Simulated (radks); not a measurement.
Values are calculated unless marked as measured or tabulated.
Task: The mean radii <r> (bohr) of the occupied orbitals of an atom or ion are listed with their occupations. Code: a radial shooting solver on a logarithmic mesh with Libxc functionals. Model: scalar-relativistic Kohn-Sham, r2SCAN, spin-polarised, spherical densities, finite nucleus; meta-GGA in the generalised Kohn-Sham scheme; Fermi nuclear charge, rms radius of each element as measured or else 0.836 A^(1/3) + 0.57 fm.

| orbital | occ. | <r> |
|---|---|---|
| 1s up | 1 | 0.08574 |
| 1s down | 1 | 0.08571 |
| 2s up | 1 | 0.4118 |
| 2s down | 1 | 0.4118 |
| 2p up | 3 | 0.3750 |
| 2p down | 3 | 0.3751 |
| 3s up | 1 | 1.288 |
| 3s down | 1 | 1.305 |
| 3p up | 3 | 1.385 |

Name the element and its charge. Open shells, if any, are filled with parallel spins first.

Result: Z = 18, argon, charge +3: Ar3+ in [Ne] 3s2 3p3. The 1s radius gives Z: for a bare nucleus <r> = (2 gamma + 1)/(2Z) with gamma = sqrt(1 - (Z/c)^2), 0.08285 bohr for Z = 18, and screening makes it slightly larger (0.08574 here). The occupations add up to 15, and the charge is Z minus that.
